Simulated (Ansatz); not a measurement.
One change: `[AlH2][NH][SiH2][SiH3]` becomes `BC[SiH2][NH][AlH2]`.

Ansatz, PBE0-D4/def2-TZVP geometries, multiplicity 1. Each molecule was computed in one conformer, which needn't be the lowest.

| property | `[AlH2][NH][SiH2][SiH3]` |
| --- | --- |
| size of the dipole moment (ωB97M-V/def2-TZVPP) / D | 0.90 |
| HOMO–LUMO gap (PBE0/def2-TZVPP) / eV | 6.34 |
| HOMO energy (PBE0/def2-TZVPP) / eV | -7.35 |
| LUMO energy (PBE0/def2-TZVPP) / eV | -1.01 |
| HOMO–LUMO gap (ωB97M-V/def2-TZVPP) / eV | 10.03 |
| HOMO energy (B3LYP/def2-TZVPP) / eV | -7.16 |

(1) Give the same properties after the change, and the shifts. (Estimate.)

Results:

(1) Computed: 
| property | `BC[SiH2][NH][AlH2]` | shift |
| --- | --- | --- |
| size of the dipole moment (ωB97M-V/def2-TZVPP) / D | 1.70 | 0.80 |
| HOMO–LUMO gap (PBE0/def2-TZVPP) / eV | 6.46 | 0.12 |
| HOMO energy (PBE0/def2-TZVPP) / eV | -7.76 | -0.41 |
| LUMO energy (PBE0/def2-TZVPP) / eV | -1.30 | -0.29 |
| HOMO–LUMO gap (ωB97M-V/def2-TZVPP) / eV | 10.52 | 0.49 |
| HOMO energy (B3LYP/def2-TZVPP) / eV | -7.53 | -0.37 |

With PBE0 the HOMO falls by 0.41 eV and the LUMO falls by 0.29 eV, so the gap widens by about 0.12 eV. PBE moves the HOMO by -0.32 eV and ωB97M-V by -0.56 eV. Dipoles are sizes alone; their direction can turn.

B3LYP here is the variant with VWN-RPA as its local correlation; programs differ in this.
